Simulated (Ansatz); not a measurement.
Program: Ansatz. Geometries: PBE0-D4/def2-TZVP. ΔE: electronic, gas phase. CBS: MP2 limit from def2 TZ/QZ plus the TZ coupled-cluster correction, frozen cores. Functionals use def2-TZVPP. For Ge outer-core shells are correlated without core-valence functions, which leaves a few kJ/mol of doubt a bond. Scalar relativity is left out up to krypton. Each species was taken in one conformer, which may not be the lowest.

Reaction (redistribution): `N[SiH](N)[GeH3]` + `[OH][GeH]([F])[SH]` → `N[SiH](N)S` + `[OH][GeH]([F])[GeH3]`

```csv
level,ΔE (kJ/mol)
PBE0-D4,-35.3
ωB97M-V,-39.1
B2PLYP,-37.8
PBE,-34.3
r2SCAN,-35.5
MP2/def2-TZVPP,-37.5
HF/def2-QZVPP,-38.9
CCSD/CBS(def2),-38.5
```

Problem. What does CCSD(T)/CBS give? (Best estimate.)

Solution. The calculation gave: -37.4 kJ/mol. The listed levels differ from it by 2.1, -1.7, -0.4, 3.1, 1.9, -0.1, -1.5, -1.1 kJ/mol.

Largest T1 diagnostic among the species: 0.012.
